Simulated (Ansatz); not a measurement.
Mg₁₀O₁₃H₆ was relaxed with PBE-D4 (def2-SVP) in Ansatz in these states: charge -1 doublet, neutral singlet. The geometries follow in no particular order.

A:

```xyz
29

Mg   -2.481    0.203   -1.936
Mg   -0.856   -2.511    1.486
Mg   -1.322    0.406    1.627
Mg    1.873    1.256   -0.494
Mg    0.448   -1.296   -0.957
Mg    1.462   -0.182    1.734
Mg   -0.931    1.975   -0.677
Mg   -3.420   -0.776    0.445
Mg   -0.060    0.614   -3.326
Mg   -1.900   -2.506   -1.726
O     1.771    0.794   -2.475
O     2.812    1.263    1.298
O     2.267   -0.986   -0.129
O    -1.436    1.736   -2.552
O     0.795    2.987   -0.576
O    -0.813   -1.039   -2.524
O     0.148    0.376    0.223
O     0.101    0.851    2.945
O    -0.584   -2.906   -0.353
O     0.791   -1.973    2.503
O    -2.550    1.009    0.121
O    -3.488   -1.418   -1.366
O    -2.297   -1.306    1.930
H     2.458    0.201   -2.832
H     2.685    2.093    1.792
H     3.099   -1.484   -0.179
H     0.927    3.600   -1.320
H    -0.013    0.773    3.906
H     0.512   -1.754    3.413
```

B:

```xyz
29

Mg    0.182    3.102    0.547
Mg    0.949   -0.935    2.807
Mg    2.109   -0.039    0.242
Mg   -1.177   -0.722   -1.865
Mg   -1.305   -0.019    1.044
Mg    0.357   -2.222   -0.253
Mg    0.669    1.556   -1.577
Mg    2.219    2.006    1.977
Mg   -2.135    2.233   -0.770
Mg   -0.791    1.932    2.867
O    -2.770    0.554   -1.559
O    -0.417   -2.563   -2.073
O    -1.767   -1.717    0.107
O    -0.519    3.096   -1.264
O    -0.109    0.509   -3.069
O    -1.690    1.988    1.108
O     0.158   -0.127   -0.379
O     2.344   -1.783   -0.638
O    -0.692    0.018    2.942
O     0.804   -2.596    1.721
O     1.919    1.979   -0.008
O     0.700    3.087    2.458
O     2.438    0.115    2.198
H    -3.585    0.120   -1.252
H     0.203   -2.701   -2.809
H    -2.423   -2.414    0.270
H    -0.457    0.961   -3.854
H     3.126   -2.354   -0.625
H     1.660   -3.064    1.706
```

Judge from the bond lengths which geometry belongs to which state (an estimate).

A is the charge -1 doublet (Mg4–Mg9 3.488 Å, Mg7–Mg9 3.103 Å, Mg1–O16 2.161 Å); B is the neutral singlet (Mg4–Mg9 3.294 Å, Mg7–Mg9 2.995 Å, Mg1–O16 2.249 Å).

At PBE-D4/def2-SVP the highest occupied level of the relaxed charge -1 doublet lies above zero (up to 0.46 eV). By energy differences its removal costs 0.49 eV (each at its own geometry, to the charge 0 singlet, at PBE0-D4/def2-TZVP).
